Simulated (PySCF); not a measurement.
WS₂ClBr, SMILES [S]=[W](=[S])([Cl])[Br], multiplicity 1. Atoms are numbered in the order given.

```xyz
5

W      0.0350     0.2938     0.0000
S      1.1487     0.8614    -1.7063
S      1.1487     0.8614     1.7063
Cl    -1.9273     1.4108     0.0000
Br    -0.1882    -2.0940     0.0000
```
Charge 0, spin multiplicity 1.

The structure is a stationary point at PBE0-D3(BJ)/def2-SVP. The spin state was assumed, not searched. The structure was generated by enumeration; whether it is a known compound was not checked. The def2 effective core potentials stand for the cores of W; spin–orbit coupling is left out.

Calculation: PBE/def2-TZVP (PySCF).

ESP charges are fitted to the potential on shells at 1.4 to 2.0 van der Waals radii. Atomic charges (e):

```csv
atom,ESP fit,Mulliken,Löwdin
W1,0.00,0.78,?
S2,-0.03,-0.19,?
S3,-0.03,-0.19,?
Cl4,0.02,-0.21,?
Br5,0.04,-0.19,?
```

### Question
What belongs in the gaps? (The exact figures need the calculation; the answer reports its results.)

### Answer

- W1, Löwdin: -0.69
- S2, Löwdin: 0.18
- S3, Löwdin: 0.18
- Cl4, Löwdin: 0.15
- Br5, Löwdin: 0.18
